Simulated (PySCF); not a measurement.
Ga(H)2(NMe2) (C2H8GaN), SMILES C[N](C)[GaH2]. Heavy atoms are numbered as in [GaH2:1][N:4]([CH3:5])[CH3:6]. Hydrogens are named by the atom that carries them.

Geometry optimised at ωB97X-D3(BJ)/def2-SVP. The structure was generated by enumeration; whether it is a known compound was not checked.

Level of theory: PySCF with PBE/pcSseg-1.

GIAO shieldings, no solvent; atoms alike by connectivity are averaged. δ = σ(ref) − σ: ¹H against TMS (σ = 31.49 ppm); ¹⁵N against NH3 (σ = 267.0 ppm); ¹³C against TMS (σ = 182.0 ppm), references at their B3LYP-D3(BJ)/def2-TZVP geometries, non-relativistic.

```
atoms     nucleus  count  δ (ppm)
--------  -------  -----  -------
H on Ga1       ¹H      2        …
H on C5        ¹H      6     3.44
N4            ¹⁵N      1        …
C5 (CH3)      ¹³C      2     49.7
```

Complete the blanks. (Estimate from the structure and the level; the computed values follow.)


- H on Ga1, δ (ppm): 5.57
- N4, δ (ppm): 145.0
